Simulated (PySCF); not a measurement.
C₆ coefficients of unlike pairs at PBE

Calculated with PySCF 2.14 from the dipole response of each species, C₆(A,B) = (3/π) ∫ α_A(iu) α_B(iu) du, in atomic units, from isotropic polarisabilities. For ions this is the dispersion term alone; charge-induced terms of lower order in 1/R come first.

```
species       configuration                                                                            basis      relativity  α (bohr³)  C₆ (like pair)
     Cd  [Kr] 4d10 5s2 (1S)                                          aug-cc-pVDZ-PP with ECP28MDF (5s5p4d2f)  core potential      46.79           413.1
    Ar⁺   [Ne] 3s2 3p5 (2P)  aug-cc-pV(T+d)Z with one added diffuse shell each of s, p, d, f type (7s6p5d3f)            none      7.080           32.09
      S   [Ne] 3s2 3p4 (3P)                                                         aug-cc-pwCVTZ (8s7p5d3f)            none      20.49           142.5
   Cr³⁺       [Ar] 3d3 (4F)                                                         aug-cc-pVTZ (8s7p5d3f2g)            none      2.181           5.482
```

Q: Estimate C₆ for Ar⁺ with Cd.

A: The integral gives 102.6. The combination rule 2 C_A C_B / (C_A α_B/α_A + C_B α_A/α_B) gives 96.56 and the geometric mean 115.1.

No spin-orbit coupling is included.

The other pairs:

```csv
pair,C₆
"S, Ar⁺",64.86
"Cr³⁺, S",23.57
"Cr³⁺, Ar⁺",12.59
"S, Cd",235.8
"Cr³⁺, Cd",36.91
```
